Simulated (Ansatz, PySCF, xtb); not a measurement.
Gas-phase reaction in SMILES: COC(C)C + 4 [H][H] (H2) -> 4 C (CH4) + O (H2O)
Each molecule is optimised on its own at B3LYP-D3(BJ)/def2-TZVP (Ansatz, an electronic-structure program), one conformer each, not searched for the lowest.

Wanted: energy of full hydrogenation (enthalpy at 298 K, with B3LYP-D3(BJ) rigid-rotor harmonic-oscillator terms from PySCF), in kcal/mol. Cores are frozen in the correlated levels unless marked. No spin-orbit coupling. Non-relativistic. Basis-set limits of correlation are two-point, X^-3; Hartree-Fock from the larger set.

```
level                         program  energy of full hydrogenation (kcal/mol)
---------------------  --------------  ---------------------------------------
GFN1-xTB                          xtb                                    -87.3
PBE-D3(BJ)/def2-TZVPD  Ansatz + dftd3                                    -65.8
```

Problem. Estimate the value at CCSD(T)/CBS(cc-pVTZ,cc-pVQZ) as computed with Ansatz.

Solution. -68.7 kcal/mol
